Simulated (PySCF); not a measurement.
B(F)(SeH)2 (BFH2Se2), SMILES FB([SeH])[SeH]. Atoms are numbered in the order given.

```xyz
6

B      0.6436    -0.0026     0.0000
F      1.9716     0.0084     0.0000
Se    -0.3350    -1.6950     0.0000
H      0.8878    -2.5221     0.0000
Se    -0.2600     1.7331     0.0000
H     -1.6204     1.1637     0.0000
```

Geometry: B3LYP-D3(BJ)/def2-SVP. This is a generated structure with no PubChem entry under its InChIKey; it may be hypothetical. One conformer was computed; it need not be the lowest.

Computed with PBE0/pcSseg-1 (PySCF).

GIAO shieldings, no solvent; atoms listed in one row are averaged. δ = σ(ref) − σ: ¹¹B against BF3 (σ = 88.8 ppm); ¹⁹F against CFCl3 (σ = 167.2 ppm); ⁷⁷Se against Me2Se (σ = 1740.1 ppm); ¹H against TMS (σ = 31.56 ppm), references at their B3LYP-D3(BJ)/def2-TZVP geometries, non-relativistic.

```tsv
nucleus	atoms	count	δ (ppm)
¹¹B	B1	1	47.7
¹⁹F	F2	1	-22.6
⁷⁷Se	Se5	1	-62.8
⁷⁷Se	Se3	1	-100.8
¹H	H4	1	3.12
¹H	H6	1	2.58
```
